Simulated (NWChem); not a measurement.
Correlation energy of H$_{5}$Si$_{2}$

```xyz
7

Si    -0.1303    -1.2092     0.0000
Si     0.0537     1.1242     0.0000
H      0.4203    -1.8769     1.2344
H      0.4203    -1.8769    -1.2344
H     -0.6275     1.6730    -1.2247
H     -0.6275     1.6730     1.2247
H      1.4869     1.5980     0.0000
```
Charge 0, spin multiplicity 2.

Everything below was run with NWChem. All single points use one geometry, from UPBE/def2-SVP, a minimum by its harmonic frequencies.

Basis set: def2-TZVP. Each correlation energy counts from its own Hartree-Fock reference.

```json
[
 {"method": "CCSD(T) on ROHF", "correlation energy (mHa)": "-282.4"},
 {"method": "UMP2", "correlation energy (mHa)": "-221.7"},
 {"method": "CCSD on ROHF", "correlation energy (mHa)": "-273.6"},
 {"method": "SCS-UMP2", "correlation energy (mHa)": "-238.0"},
 {"method": "CCSD[T] on ROHF", "correlation energy (mHa)": "-282.6"}
]
```

The values span 60.8 mHa, from CCSD[T] on ROHF (lowest) to UMP2 (highest). 

The correlated methods keep 10 core orbitals frozen. The structure started from a generated list of species. The unpaired electrons of the parent sit in orbitals of symmetry a' (Cs labels of the run); other states weren't searched. The stability of the SCF solutions was not checked. Open-shell Hartree-Fock references start from PBE0 orbitals. Coupled-cluster values serve here as a point of comparison, not as the truth.
